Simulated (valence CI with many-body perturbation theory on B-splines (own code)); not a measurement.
**Sensitivity of CI+MBPT for Gd XXXII**

Computed by valence CI with perturbative core correlation (CI+MBPT): five valence electrons over a frozen Dirac-Fock core [Ar] 3d10, a basis of 6 s, 6 p, 5 d, 3 f, 1 g functions for each j, with the one-electron correlation potential Σ1 (screened to all orders), the two-electron term Σ2, the three-electron term Σ3, Breit, model QED; selected single and double excitations, second order for the rest, scaled by the run's own slope (own B-spline code, finite nucleus).

No measured spectrum was set against this ion. As an estimate, large intervals hold to a few tenths of a per cent, small ones and those within an open d or f shell to about a per cent. Among the levels kept, up to 410 cm⁻¹ of a level comes from second order outside the variational space, and about a tenth of that is noise between levels of different J, which matters for small intervals.

The reference run has the lowest level (4s^2 4p1/2^2 4p3/2) J=3/2 and an ionisation energy of 1234.65 eV. Its largest variational space holds 9998 state functions.

Levels are named by their leading jj configuration (3d3/2^4 stands for four electrons in 3d with j = 3/2), which in mixed levels can hold well under half, so a name can repeat and another be missing. Letters in brackets count levels of one name in rising energy.

Changed runs:
A. highest l with Σ1, explicit Σ2 and valence Breit (higher l get mean screening factors) 3 → 0
B. Breit term on → off; Davidson tolerance 2e-05 → 0.001
C. three-electron term on → off
D. Davidson tolerance 2e-05 → 0.03 (bad on purpose)

Excitation energies of the reference run in cm⁻¹, and shifts in cm⁻¹:

```tsv
Level	Reference	A	B	C	D
(4s^2 4p1/2 4p3/2^2) J=3/2	309757	-1859	+4153	-146	+0.1
(4s^2 4p1/2 4p3/2^2) J=5/2	344993	-1058	+4409	-32	+0.2
(4s^2 4p1/2 4p3/2^2) J=1/2	389282	-547	+4113	+135	0
(4s^2 4p3/2^3) J=3/2	704656	-2367	+8355	+8.8	+0.1
(4s 4p1/2^2 4p3/2^2) J=5/2	888518	-2222	+831	-457	+0.2
(4s^2 4p1/2^2 4d3/2) J=3/2	937356	+384	+1617	-387	+0.3
(4s 4p1/2^2 4p3/2^2) J=1/2	994574	+238	+699	-173	0
(4s 4p1/2^2 4p3/2^2) J=3/2	1027900	+2863	+1430	-158	+0.3
(4s^2 4p1/2^2 4d5/2) J=5/2	1080300	+3645	+3941	-206	+0.2
(4s 4p1/2 4p3/2^3) J=3/2 [a]	1218560	-3476	+4962	-507	+0.1
(4s^2 4p1/2 4p3/2 4d3/2) J=5/2 [a]	1252590	-1666	+5804	-476	+0.3
(4s^2 4p1/2 4p3/2 4d3/2) J=3/2 [a]	1258200	-774	+6106	-516	+0.3
Ionisation energy (eV)	1234.65	+5.83	+0.75	+0.26	0
```
